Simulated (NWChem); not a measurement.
System meant: C$_{2}$H$_{7}$BOS; SMILES S(C)BOC

NWChem input:

```
start job
memory heap 200 mb stack 900 mb global 1100 mb
geometry units angstroms noautoz
  B     -0.801665    -0.372067     0.000518
  H     -1.947139    -0.768250     0.001294
  O      0.250276    -1.215389     0.000068
  C      0.104481    -2.612634     0.000002
  H     -0.955942    -2.913515     0.004760
  H      0.590047    -3.033197    -0.894494
  H      0.598310    -3.033873     0.889605
  S     -0.548879     1.405135     0.000359
  C      1.262160     1.550768    -0.001165
  H      1.691951     1.075733     0.890255
  H      1.503245     2.621570     0.004105
  H      1.689805     1.085220    -0.898696
end
basis spherical
  B library def2-svp
  H library def2-svp
  O library def2-svp
  C library def2-svp
  S library def2-svp
end
dft
  xc b3lyp
  iterations 4
  mulliken
end
task dft energy
```

End of the output:

```
    Atom       Charge   Shell Charges
 -----------   ------   -------------------------------------------------------
    1 B    5     5.31   1.96  0.54  0.28  1.46  0.77  0.30
    2 H    1     1.05   0.65  0.37  0.03
    3 O    8     8.03   1.97  0.86  0.54  2.76  1.87  0.02
    4 C    6     5.91   1.96  0.58  0.30  1.84  1.11  0.12
    5 H    1     0.98   0.65  0.27  0.06
    6 H    1     0.98   0.65  0.27  0.06
    7 H    1     0.98   0.65  0.27  0.06
    8 S   16    15.70   2.00  1.95  0.94  0.60  5.81  1.92  2.39  0.08
    9 C    6     6.15   1.96  0.60  0.33  1.87  1.31  0.07
   10 H    1     0.97   0.64  0.27  0.07
   11 H    1     0.97   0.64  0.27  0.07
   12 H    1     0.97   0.64  0.27  0.07

 center of mass
 --------------
 x =  -0.08240710 y =   0.09263739 z =   0.00001586

 moments of inertia (a.u.)
 ------------------
         853.930881584546          -0.000000000000          -0.000000000000
          -0.000000000000         191.232170737462          -0.000000000000
          -0.000000000000          -0.000000000000        1022.188716171229

     Multipole analysis of the density
     ---------------------------------

     L   x y z        total         alpha         beta         nuclear
     -   - - -        -----         -----         ----         -------
     0   0 0 0      0.000000    -24.000000    -24.000000     48.000000

     1   1 0 0      0.474996      0.237498      0.237498      0.000000
     1   0 1 0     -0.663285     -0.331642     -0.331642      0.000000
     1   0 0 1     -0.000193     -0.000096     -0.000096     -0.000000

     2   2 0 0    -29.163530    -70.692902    -70.692902    112.222275
     2   1 1 0      1.898809     -5.717765     -5.717765     13.334340
     2   1 0 1      0.000183      0.000406      0.000406     -0.000628
     2   0 2 0    -24.985205   -255.836751   -255.836751    486.688298
     2   0 1 1      0.000768     -0.000514     -0.000514      0.001797
     2   0 0 2    -28.809369    -20.103673    -20.103673     11.397977

 ------------------------------------------------------------------------
 dft energy failed                                                                                  0
 ------------------------------------------------------------------------
 ------------------------------------------------------------------------
  current input line :
    29: task dft energy
 ------------------------------------------------------------------------
 ------------------------------------------------------------------------
 This type of error is most commonly associated with calculations not reaching convergence criteria
 ------------------------------------------------------------------------
 For more information see the NWChem manual at https://nwchemgit.github.io

0:dft energy failed:Received an Error in Communication
```

**Question.** Can this run be used? If not, why, and what is the fix?

**Answer.** The run did not converge; its last values are not results. Cause: the SCF was allowed too few iterations. This input runs:
```
start job
memory heap 200 mb stack 900 mb global 1100 mb
geometry units angstroms noautoz
  B     -0.801665    -0.372067     0.000518
  H     -1.947139    -0.768250     0.001294
  O      0.250276    -1.215389     0.000068
  C      0.104481    -2.612634     0.000002
  H     -0.955942    -2.913515     0.004760
  H      0.590047    -3.033197    -0.894494
  H      0.598310    -3.033873     0.889605
  S     -0.548879     1.405135     0.000359
  C      1.262160     1.550768    -0.001165
  H      1.691951     1.075733     0.890255
  H      1.503245     2.621570     0.004105
  H      1.689805     1.085220    -0.898696
end
basis spherical
  * library def2-svp
end
dft
  xc b3lyp
  iterations 150
  mulliken
end
task dft energy
```
It converges to -578.51635 Ha (B3LYP/def2-SVP).
